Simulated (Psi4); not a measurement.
chlorotrifluoromethane (CClF$_{3}$), singlet, at a GFN2-xTB geometry. Base run: CCSD(T)/STO-3G in Psi4 1.11.

The Psi4 input:
```
memory 2 GB

molecule mol {
0 1
F    -0.861346   -0.632540   -1.028742
C    -0.350356   -0.007744    0.018897
F    -0.844074    1.218756    0.050069
F    -0.745765   -0.640392    1.110886
Cl    1.421341    0.031415   -0.076664
}

set {
  basis sto-3g
  reference rhf
}

energy('ccsd(t)')
print_variables()
```

The base run was repeated with changes; each row names its change, and settings that it needs were set with it.

```json
[
 {"change": "base", "ΔE vs base (kcal/mol)": "0.000", "MP2 correlation (Eh)": "-0.10831", "basis functions": "29", "outcome": "converged"},
 {"change": "puream = off", "ΔE vs base (kcal/mol)": "0.000", "MP2 correlation (Eh)": "-0.10831", "basis functions": "29", "outcome": "converged"},
 {"change": "freeze_core = on", "ΔE vs base (kcal/mol)": "0.313", "MP2 correlation (Eh)": "-0.10773", "basis functions": "29", "outcome": "converged"},
 {"change": "method = fno-ccsd(t)", "ΔE vs base (kcal/mol)": "-", "MP2 correlation (Eh)": "-", "basis functions": "29", "outcome": "stopped with an error"},
 {"change": "method = cepa(1)", "ΔE vs base (kcal/mol)": "-", "MP2 correlation (Eh)": "-", "basis functions": "29", "outcome": "stopped with an error"},
 {"change": "method = mp4", "ΔE vs base (kcal/mol)": "-", "MP2 correlation (Eh)": "-", "basis functions": "29", "outcome": "stopped with an error"},
 {"change": "method = scs-mp2", "ΔE vs base (kcal/mol)": "15.23", "MP2 correlation (Eh)": "-0.10831", "basis functions": "29", "outcome": "converged"},
 {"change": "method = mp2", "ΔE vs base (kcal/mol)": "___", "MP2 correlation (Eh)": "-0.10829", "basis functions": "29", "outcome": "converged"},
 {"change": "method = mp2.5", "ΔE vs base (kcal/mol)": "12.79", "MP2 correlation (Eh)": "-0.10829", "basis functions": "29", "outcome": "converged"},
 {"change": "method = qcisd(t)", "ΔE vs base (kcal/mol)": "-", "MP2 correlation (Eh)": "-", "basis functions": "29", "outcome": "stopped with an error"}
]
```

**Question.** Fill in the missing entries.

**Answer.** 
- method = mp2, ΔE vs base (kcal/mol): 17.74

- method = fno-ccsd(t): ended with `Fatal Error: ndocc must be less than nvirt`
- method = cepa(1): ended with `Fatal Error: ndocc must be less than nvirt`
- method = mp4: ended with `Fatal Error: ndocc must be less than nvirt`
